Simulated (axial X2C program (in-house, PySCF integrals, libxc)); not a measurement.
## HfB⁻: properties at the nuclei

Computed with an axial X2C code built on PySCF integrals: two-component X2C with atomic mean-field Coulomb and Gaunt terms, Gaussian nuclei, basis Hf dyall-acv3z, B dyall-av3z with contracted cores.

R = 2.195 Å (near the PBE0 minimum at charge -1 of the determinant lowest at the starting distance; the state shown can have its own minimum elsewhere).

Determinant lowest in the PBE0 search, Ω = 2 (⟨Sz⟩ = 1.00, ⟨Lz⟩ = 1.00 at PBE0), spin on the atoms Hf 0.32, B 0.68:

```json
{"level": "PBE0", "Eeff magnitude (GV/cm)": "13.6", "Ws magnitude Hf (kHz)": "7.65", "A∥/gI Hf (MHz)": "407", "qzz Hf (a.u.)": "-7.56", "A∥/gI B (MHz)": "17.3", "qzz B (a.u.)": "-0.10"}
{"level": "PBE50", "Eeff magnitude (GV/cm)": "18.2", "Ws magnitude Hf (kHz)": "10.1", "A∥/gI Hf (MHz)": "522", "qzz Hf (a.u.)": "-7.68", "A∥/gI B (MHz)": "12.5", "qzz B (a.u.)": "-0.15"}
{"level": "TPSSh", "Eeff magnitude (GV/cm)": "13.1", "Ws magnitude Hf (kHz)": "7.36", "A∥/gI Hf (MHz)": "406", "qzz Hf (a.u.)": "-7.65", "A∥/gI B (MHz)": "21.9", "qzz B (a.u.)": "-0.09"}
{"level": "BP86", "Eeff magnitude (GV/cm)": "4.52", "Ws magnitude Hf (kHz)": "2.98", "A∥/gI Hf (MHz)": "270", "qzz Hf (a.u.)": "-7.56", "A∥/gI B (MHz)": "23.1", "qzz B (a.u.)": "-0.04"}
```

Determinant 0.33 eV from it at PBE0 and this distance, Ω = 0 (closed shell), highest spinor 52% Hf d, 40% B p, 3% Hf p:

| level | qzz Hf (a.u.) | qzz B (a.u.) |
| --- | --- | --- |
| PBE0 | -6.38 | 0.13 |
| HF | -6.22 | -0.03 |
| PBE50 | -6.29 | 0.08 |
| TPSSh | -6.07 | 0.26 |
| BP86 | -6.42 | 0.19 |

Eeff is the effective electric field on the electron electric dipole moment in this Ω state and Ws the scalar–pseudoscalar constant of the nucleus named (defined with the proton number Z and per Ω); A∥ (defined per Ω) follows by multiplying with gI = μI/(I μN); qzz is the electric field gradient, eQq0 = 234.96 MHz × Q/barn × qzz. The operators were transformed with the bare-nucleus X2C matrices; with these basis sets, hyperfine constants and field gradients can be off by tens of per cent, and where levels differ in sign neither size nor sign is settled.

(1) With gI(177Hf) = 0.2267, Q(177Hf) = 3.365 barn, gI(11B) = 1.7924 (g factors from the IAEA table of nuclear moments by Stone; Q from Pyykkö, Mol. Phys. 2018), turn the PBE0 values of the first state into constants in MHz.

Each state is one determinant with collinear spin, which with several unpaired electrons need not be a pure state. For an anion, determinants above electron detachment, or with a positive highest level, are held by the basis set. With several open shells hyperfine constants can be off by a factor of several. Where Eeff spreads by more than a factor of two the levels disagree and none is to be relied on. Open-shell Ω = 0 determinants with evenly filled partner blocks cannot be reached by this program, so the Ω shown need not be the lowest component. Left out as unconverged or as another state under the same occupation: HF in at least one table. States lie within half an eV, so the first need not be the ground state. Further determinants of the search, some of them spin-mixed, are not shown. Where a field gradient or hyperfine factor spreads by more than a factor of two over the levels, a constant derived from it is not to be relied on. PBE0 term energies can be off by some tenths of an eV.

Results:

(1) A∥(177Hf) = 407 × 0.2267 = 92.3 MHz; eQq0(177Hf) = 234.96 × (3.365) × (-7.56) = -5980 MHz; A∥(11B) = 17.3 × 1.7924 = 31 MHz.
